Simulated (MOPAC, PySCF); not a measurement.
H₂Cl₂Si₂, SMILES `Cl[Si](Cl)=[SiH2]`, neutral singlet in the gas phase. 

Z-matrix (Å, degrees):
```
Si
Cl 1 2.0363
Cl 1 2.0363 2 107.53
Si 1 2.2174 2 122.35 3 149.80
H 4 1.4966 1 101.87 2 51.89
H 4 1.4966 5 107.33 1 -106.60
```
Charge 0, spin multiplicity 1.

All levels are single points at this geometry (PBE0-D3(BJ)/def2-TZVP); Pople sets use spherical d functions. Orbital energies aren't observables, and empty levels follow the basis.

B3LYP/LANL2DZ in PySCF gives dipole (D) = 1.46.

**Question.** Estimate the dipole (D) from each of these levels: PBE-D3(BJ)/def2-TZVP in PySCF; ωB97X-D3(BJ)/def2-TZVP in PySCF; B3LYP/6-311+G** in PySCF; SVWN5/6-31G* in PySCF; PM3 in MOPAC.

**Answer.** 
| level | dipole (D) |
|---|---|
| PBE-D3(BJ)/def2-TZVP in PySCF | 0.18 |
| ωB97X-D3(BJ)/def2-TZVP in PySCF | 0.37 |
| B3LYP/6-311+G** in PySCF | 0.51 |
| SVWN5/6-31G* in PySCF | 0.60 |
| PM3 in MOPAC | 1.63 |
